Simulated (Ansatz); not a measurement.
Start from `CC(C)[Si](Cl)(Cl)C(C)C` and change one atom or group to get `CC(C)[Si](Cl)(Cl)Cl`.

Ansatz, PBE0-D4/def2-TZVP geometries, multiplicity 1. Each molecule was computed in one conformer, which needn't be the lowest.

```csv
property,`CC(C)[Si](Cl)(Cl)C(C)C`
HOMO–LUMO gap (PBE/def2-TZVPP) / eV,6.46
LUMO energy (ωB97M-V/def2-TZVPP) / eV,2.25
LUMO energy (B3LYP/def2-TZVPP) / eV,0.46
HOMO energy (PBE/def2-TZVPP) / eV,-6.60
HOMO–LUMO gap (B3LYP/def2-TZVPP) / eV,8.13
HOMO–LUMO gap (ωB97M-V/def2-TZVPP) / eV,12.28
```

(1) What does the change do to each property? (Best estimate.)

Answers

(1) Ansatz gave: 
```csv
property,`CC(C)[Si](Cl)(Cl)Cl`,shift
HOMO–LUMO gap (PBE/def2-TZVPP) / eV,6.65,0.19
LUMO energy (ωB97M-V/def2-TZVPP) / eV,2.25,0.00
LUMO energy (B3LYP/def2-TZVPP) / eV,0.05,-0.41
HOMO energy (PBE/def2-TZVPP) / eV,-7.37,-0.77
HOMO–LUMO gap (B3LYP/def2-TZVPP) / eV,8.50,0.37
HOMO–LUMO gap (ωB97M-V/def2-TZVPP) / eV,13.08,0.80
```

With PBE0 the HOMO falls by 0.80 eV and the LUMO falls by 0.41 eV, so the gap widens by about 0.39 eV. PBE moves the HOMO by -0.77 eV and ωB97M-V by -0.79 eV.

B3LYP here is the variant with VWN-RPA as its local correlation; programs differ in this.
